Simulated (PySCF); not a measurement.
SMILES C(/C)=C/OC (C4H8O) at its GFN2-xTB optimised geometry (Å):

```
13

C      2.0471     0.6483    -0.0018
C      1.2017    -0.5827     0.0000
C     -0.1243    -0.5827     0.0000
O     -0.8664     0.5654     0.0000
C     -2.2584     0.3816     0.0143
H      1.4172     1.5324     0.0117
H      2.6784     0.6741    -0.8901
H      2.7006     0.6615     0.8703
H      1.7141    -1.5324    -0.0005
H     -0.6894    -1.5087     0.0006
H     -2.7006     1.3770     0.0217
H     -2.5825    -0.1637     0.9090
H     -2.6016    -0.1597    -0.8756
```

Method: B3LYP/def2-TZVP (PySCF 2.14.0).

Map of the HOMO amplitude (bohr^(-3/2)) on the plane z = 0.6 Å; orbital energy -6.00 eV, overall sign arbitrary:

```
|44444444444444444444444444444|
|44444444444444444444444444444|
|44444444444444444444444444444|
|44444444444444444444444444444|
|44444444444444444444444444444|
|44444444444444444444444444444|
|44444444444444444444444444444|
|44444444444444444444444444444|
|44444444444444444444444444444|
|44444444444444444444444444444|
|44444444443333444443333444444|
|44444444432223344443323344444|
|44444455432002344443222344444|
|44444555532002455554323344444|
|44444556543234666765443444444|
|44444555544456888986544444444|
|44444455544567989996544444444|
|44444444444556777876544444444|
|44444444444555666665544444444|
|44444444444455555555444444444|
|44444444444444445544444444444|
|44444444444444444444444444444|
|44444444444444444444444444444|
|44444444444444444444444444444|
|44444444444444444444444444444|
|44444444444444444444444444444|
|44444444444444444444444444444|
|44444444444444444444444444444|
|44444444444444444444444444444|
```
Scale: ten equal steps from -0.152 (start of '0') to 0.184 (end of '9'), in the order '0123456789'; x runs from -5.00 to 5.00, y from -5.00 (bottom) to 5.00 (top).
